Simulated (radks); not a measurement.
Results of a calculation; reference values are marked as such.
Question: The mean radii <r> (bohr) of the occupied orbitals of an atom or ion are listed with their occupations. Level of theory: scalar-relativistic Kohn-Sham, SCAN, spin-polarised, spherical densities, finite nucleus; meta-GGA in the generalised Kohn-Sham scheme; Fermi nuclear charge, rms radius of each element as measured or else 0.836 A^(1/3) + 0.57 fm (a radial shooting solver on a logarithmic mesh with Libxc functionals).

orbital  occ.      <r>
1s down     1  0.01687
1s up       1  0.01687
2s up       1  0.07110
2s down     1  0.07110
2p up       3  0.06424
2p down     3  0.06424
3s up       1   0.1834
3s down     1   0.1831
3p up       3   0.1846
3p down     3   0.1843
3d up       5   0.1674
3d down     5   0.1670
4s up       1   0.3931
4s down     1   0.3940
4p up       3   0.4126
4p down     3   0.4137
4d up       5   0.4227
4d down     5   0.4244
4f up       6   0.4114

Name the element and its charge. Open shells, if any, are filled with parallel spins first.

Answer: Z = 79, gold, charge +27: Au27+ in [Kr] 4d10 4f6. The 1s radius gives Z: for a bare nucleus <r> = (2 gamma + 1)/(2Z) with gamma = sqrt(1 - (Z/c)^2), 0.01667 bohr for Z = 79, and screening makes it slightly larger (0.01687 here). The occupations add up to 52, and the charge is Z minus that.
